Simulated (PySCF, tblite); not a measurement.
Isomers of C6H9NOSi, one GFN2-xTB conformer each. Single-point energies are computed at PBE0/pcSseg-1 (PySCF, gas phase, no added dispersion term), electronic only.

Task: Rank them by PBE0/pcSseg-1 energy, lowest first (kJ/mol).
A. `[CH3:1][O:2][C:3]1=[CH:4][C@H:5]([C:6]#[N:7])[SiH2:8][CH2:9]1` with C1–O2–C3–C4 1°
B. `[CH:1]#[C:2][C:3](=[O:4])[NH:5][SiH2:6][CH:7]1[CH2:8][CH2:9]1` with C2–C3–N5–Si6 180°, C3–N5–Si6–C7 -67°, N5–Si6–C7–C8 -94°
C. `[CH:1]#[C:2][C@H:3](/[CH:4]=[CH:5]\[SiH3:6])[NH:7][CH:8]=[O:9]` with C2–C3–C4–C5 126°, C2–C3–N7–C8 -132°, C3–N7–C8–O9 1°

Result: A (0.0), B (62.0), C (166.7).

As drawn, the lowest has a C≡N group, which the highest lacks; the highest has a C=O bond, a C≡C bond and an N–H bond, which the lowest lacks. GFN2-xTB itself gives, in the same order: 0.0, 18.8, 118.6. Both levels put the same isomer lowest; measured from each level's own lowest isomer, the values differ by up to 48.1 kJ/mol (C#C[C@H](/C=C\[SiH3])NC=O: 118.6 against 166.7).

Task: Which frontier levels, dipoles and rotational constants go with these structures?

Result: 
| SMILES | HOMO (eV, PBE0/pcSseg-1) | LUMO (eV) | dipole (D) | A, B, C (MHz) |
| --- | --- | --- | --- | --- |
| COC1=C[C@H](C#N)[SiH2]C1 | -6.98 | 0.20 | 4.31 | 2107, 996.9, 731.7 |
| C#CC(=O)N[SiH2]C1CC1 | -7.89 | -1.16 | 3.16 | 3550, 652.8, 641.1 |
| C#C[C@H](/C=C\[SiH3])NC=O | -7.59 | -0.78 | 3.76 | 1493, 1051, 728.5 |

Task: What happens when harmonic zero-point energies from GFN2-xTB frequencies are added?

Result: 
```csv
SMILES,ZPE (kJ/mol),electronic (kJ/mol),with ZPE (kJ/mol)
COC1=C[C@H](C#N)[SiH2]C1,347.9,0.0,0.0
C#CC(=O)N[SiH2]C1CC1,345.2,62.0,59.3
C#C[C@H](/C=C\[SiH3])NC=O,332.9,166.7,151.7
```

The zero-point energies span 15.0 kJ/mol. The order is unchanged.
